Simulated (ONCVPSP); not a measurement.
What one change does to a pseudopotential (copper (Cu), ONCV)

copper, optimised norm-conserving Vanderbilt (ONCV), made with ONCVPSP 4.0.1 (LDA (Perdew-Zunger), scalar-relativistic). Core [Ne], reference 3s2 3p6 3d10 (charge +1). Waves: 3s: rc 0.65 bohr, ncon 4, nbas 9, qcut 11.8 1/bohr, 2 projectors, debl 3.5 Ha; 3p: rc 1.20 bohr, ncon 4, nbas 7, qcut 11.7 1/bohr, 2 projectors, debl 1.1 Ha; 3d: rc 0.95 bohr, ncon 3, nbas 8, qcut 13.7 1/bohr, 2 projectors, debl 3.4 Ha. Local part: polynomial inside 0.40 bohr (lpopt 5, dvloc0 0 Ha). Core correction: Teter function, parameters optimised by the program.

In the s channel the program set the typed energies aside and used -4.514, 0.250 Ha. In the p channel the program set the typed energies aside and used -2.967, 0.250 Ha.

All-electron outer shells of the reference configuration (LDA (Perdew-Zunger), scalar-relativistic, ld1.x):

| shell | level (eV) | outermost node (bohr) | outermost maximum (bohr) |
| --- | --- | --- | --- |
| 3s | -122.84 | 0.29 | 0.61 |
| 3p | -80.75 | 0.26 | 0.62 |
| 3d | -14.01 | – | 0.60 |

Change: core correction none.

Cutoffs: the cutoffs (Ha) at which the residual kinetic energy of the hardest occupied pseudo-wave falls to 1 and 0.1 mHa per electron; they do not see the model core or the augmentation charge, which bear on the density cutoff. Errors are all-electron minus pseudo energies relative to the spin-unpolarised reference configuration.

Problem. Predict the effect on cutoff, ghosts and configuration errors.

Solution. The potential gets neither clearly harder nor softer (103 Ha and 452 Ha → 103 Ha and 452 Ha); of the 4 tests that both files solve, the error grows in 0 and shrinks in 4 by more than 15 % and 0.3 meV (median size 49.8 → 3.5 meV); neither file shows a bound ghost.

| quantity | base | changed |
| --- | --- | --- |
| cutoff, loose | 103 Ha | 103 Ha |
| cutoff, tight | 452 Ha | 452 Ha |
| bound ghosts | none | none |
| GHOST(+) flags under 300 eV | s at 205.8 eV | s at 205.8 eV |
| error for 3s2 3p6 3d10 4s1, meV [ΔE -8.44 eV] | -27 | +0.7 |
| error for 3s2 3p6 3d9, meV [ΔE 21.69 eV] | -72 | -5.0 |
| error for 3s2 3p6 3d8, meV [ΔE 61.05 eV] | -302 | +2.0 |
| error for 3s2 3p5 3d10 4s1, meV [ΔE 71.03 eV] | -24 | -8.6 |
| s: phases at 0.66 bohr within 0.05 rad from the reference energy up to (Ha; the scan ends near 5) | to the end of the scan | to the end of the scan |
| p: phases at 1.21 bohr within 0.05 rad from the reference energy up to (Ha; the scan ends near 5) | to the end of the scan | to the end of the scan |
| d: phases at 0.96 bohr within 0.05 rad from the reference energy up to (Ha; the scan ends near 5) | to the end of the scan | to the end of the scan |
